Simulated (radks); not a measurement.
Results of a calculation; reference values are marked as such.
Question: Code: a radial shooting solver on a logarithmic mesh with Libxc functionals. Model: scalar-relativistic Kohn-Sham, PBE, spin-polarised, spherical densities, finite nucleus; open shells are filled with parallel spins first (spin-orbit coupling, left out, can overturn this in heavy ions); Fermi nuclear charge, rms radius of each element as measured or else 0.836 A^(1/3) + 0.57 fm. Response by self-consistent Sternheimer equations with the Hartree and adiabatic LDA kernel, the relativistic mass of each level held fixed and spin-orbit coupling left out. For heavy and open-shell atoms this level of theory can miss by tens of per cent. Rank Sb6+, Sb+, Sb2+, Sb, Sb5+, Sb4+, Sb3+ (NIST ground configurations) by static dipole polarisability, largest first.

Answer: Sb 47.91, Sb+ 25.14, Sb2+ 15.43, Sb3+ 10.21, Sb4+ 6.313, Sb5+ 1.766, Sb6+ 1.423 bohr^3.
